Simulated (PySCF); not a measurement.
A run with a changed setting

The sound run of Ce2S3 (singlet in the valence; each metal's 4f electrons, 1 of them, lie in its core potential, out of spins and levels) uses PySCF 2.14.0, RKS BP86, Ce lcecp-1-SVP with ECP47, S def2-SVP; non-relativistic Hamiltonian with scalar-relativistic core potentials where named; density fitting; no spin-orbit coupling, grid (50, 194), threshold 1e-8 and 55 cycles at the relaxed geometry. This run, with dm0 from free metal ions and neutral atoms, differs:

```python
mol = gto.M(atom='''
Ce     0.26772     0.64273     2.50587
Ce     0.26772     0.64273    -2.50587
S      0.63047     1.51360    -0.00000
S     -0.66305    -1.59183     2.71090
S     -0.66305    -1.59183    -2.71090''',
    basis={'Ce': 'lcecp-1-SVP', 'S': 'def2-SVP'},
    ecp={'Ce': 'lcecp-1-SVP'},
    charge=0, spin=0)
mf = dft.RKS(mol, xc='B88,P86')
mf.grids.atom_grid = (50, 194)  # f atoms: unpruned, at least (60, 302)
mf = mf.density_fit()  # fitting sets: Ce AutoAux, S def2-universal-JKFIT
mf.conv_tol = 1e-08; mf.max_cycle = 5
mf.kernel(dm0)
```

Question: What was changed, and how did it end?

Answer: The cycle limit was cut. The SCF did not converge. These settings are unsound on purpose: the numbers aren't the compound's.
```
init E= -1287.15319880189
cycle= 1 E= -1255.25400810272  delta_E= 31.9  |g|= 3.43  |ddm|= 5.07
cycle= 2 E= -1252.20418293605  delta_E= 3.05  |g|= 4.64  |ddm|= 8.69
cycle= 3 E= -1258.61502908104  delta_E= -6.41  |g|= 0.996  |ddm|= 5.59
cycle= 4 E= -1258.58401669384  delta_E= 0.031  |g|= 1.22  |ddm|= 2.99
cycle= 5 E= -1259.08687269525  delta_E= -0.503  |g|= 0.333  |ddm|= 1.42
SCF not converged.
```

Run from Python with OMP_NUM_THREADS=2; the lines above give its settings.
It took 2.9 s on 2 threads of Arm Neoverse V1, with other jobs on the host.

A frequency check found unstable modes (1, the lowest at -29 cm⁻¹), so the relaxed geometry is a saddle point, or these are noise. An lcecp potential fixes the number of 4f electrons, so in runs with it no electron can move into or out of that shell.
